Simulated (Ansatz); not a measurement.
The cluster Sn3Se2, relaxed as a singlet with RKS PBE0-D4/def2-SVP in Ansatz, starting from the GFN2-xTB geometry. Force threshold 0.02 eV/Å.

In the def2 sets Sn takes a core potential; there is no spin–orbit coupling. The restricted singlet is unstable towards broken spin symmetry in Hartree–Fock (as tested in another run); at PBE0-D4/def2-SVP this wasn't settled. The structure comes from a short search, and lower isomers may exist.

Start:

Cartesian coordinates in Å:
```
Sn 1.084 1.125 -1.238
Sn -1.428 0.955 0.216
Sn -0.388 -1.593 1.134
Se 1.123 0.571 1.351
Se -0.391 -1.058 -1.462
```

Task: Estimate the energy that the relaxation releases and the steps that it takes.

Result: 6.0 kJ/mol, in 5 steps; 18 s on 4 threads of Arm Neoverse V2 on a shared host. No frequencies were taken in this run, so the end may be a saddle point.

Task: Does the start keep its bonding and symmetry?

Result: By distances, no bond broke or formed. The bond that changes most is Sn2–Se5, from 2.82 to 2.86 Å (atoms count from 1). Point group C2v at the start, C2v at the end, both within 0.05 Å.

Task: Predict the relaxed structure.

Result: 
Cartesian coordinates in Å:
```
Sn 1.134 1.126 -1.264
Sn -1.473 0.988 0.221
Sn -0.363 -1.643 1.148
Se 1.113 0.585 1.362
Se -0.411 -1.056 -1.467
```
Bond lengths (bridged metal pairs left out): 6 × Se–Sn 2.68 to 2.86 Å.
